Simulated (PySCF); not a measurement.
## Working out the ionisation energy of Ar⁺

Ar⁺ [Ne] 3s2 3p5 (2P) → Ar²⁺ [Ne] 3s2 3p4 (3P). All numbers are calculated (PySCF 2.14, the spin-free X2C one-electron Hamiltonian (Gaussian nucleus), in an even-tempered Gaussian basis (23 s from 0.01 bohr⁻², ratio 2.5; 15 p from 0.013 bohr⁻², ratio 2.5; 6 d from 0.91 bohr⁻², ratio 2.7; 5 f from 1.4 bohr⁻², ratio 2.7)). Frozen: 1s2; the 23 highest virtual orbitals dropped. Energies in hartree (1 hartree = 27.21139 eV):

```
             part  Ar⁺ (lower)  Ar²⁺ (upper)
              UHF  -528.094631   -527.126415
MP2 opposite-spin    -0.360899     -0.339161
    MP2 same-spin    -0.128319     -0.121549
```

Problem. What does Hartree-Fock give?

Solution. (-527.126415) − (-528.094631) = 0.968216 hartree = 26.346 eV.

Problem. What do MP2 and SCS-MP2 (6/5 opposite-spin, 1/3 same-spin) give?

Solution. The opposite-spin parts differ by 0.592 eV and the same-spin parts by 0.184 eV. MP2: 26.346 + (0.592) + (0.184) = 27.122 eV. SCS-MP2: 26.346 + 1.2 × (0.592) + (0.184)/3 = 27.118 eV.

A first-order spin-orbit estimate adds -0.006 eV to MP2 (outer shells), giving 27.116 eV against 27.630 eV (measured; NIST Atomic Spectra Database, ionization energies).

What remains against the reference includes basis incompleteness, the frozen core and correlation beyond second order.
